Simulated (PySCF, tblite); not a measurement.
Isomers of C4H6FOSi (doublet state), one GFN2-xTB conformer each. Single-point energies are computed at B3LYP/pcH-1 (PySCF, gas phase, no added dispersion term), electronic only. GFN2-xTB treats the open shell by occupation alone, and not every SCF solution was tested for stability.

```csv
SMILES,GFN2-xTB relative energy (kcal/mol)
O[C]1C=C([SiH2]F)C1,7.1
O=C1[CH][C@H]([SiH2]F)C1,0.0
```

Conformers: `[OH:1][C:2]1[CH:3]=[C:4]([SiH2:5][F:6])[CH2:7]1` (doublet state) with H–O1–C2–C3 0°, C3–C4–Si5–F6 0°; `[O:1]=[C:2]1[CH:3][C@H:4]([SiH2:5][F:6])[CH2:7]1` (doublet state) with C3–C4–Si5–F6 71°.

Question: What does B3LYP/pcH-1 give for the same structures?

Answer: 
```json
{"SMILES": "O=C1[CH][C@H]([SiH2]F)C1", "B3LYP/pcH-1 E (Eh)": "-620.60314", "B3LYP/pcH-1 (kcal/mol)": "0.0", "GFN2-xTB (kcal/mol)": "0.0", "point group": "C1"}
{"SMILES": "O[C]1C=C([SiH2]F)C1", "B3LYP/pcH-1 E (Eh)": "-620.58738", "B3LYP/pcH-1 (kcal/mol)": "9.9", "GFN2-xTB (kcal/mol)": "7.1", "point group": "Cs"}
```

Both levels put the same isomer lowest. As drawn, the higher has an O–H bond, which the lower lacks.

Question: What happens when harmonic zero-point energies from GFN2-xTB frequencies are added?

Answer: 
```
                  SMILES  ZPE (kcal/mol)  electronic (kcal/mol)  with ZPE (kcal/mol)
O=C1[CH][C@H]([SiH2]F)C1            53.8                    0.0                  0.0
     O[C]1C=C([SiH2]F)C1            54.0                    9.9                 10.1
```

The zero-point energies span 0.2 kcal/mol. The order is unchanged.
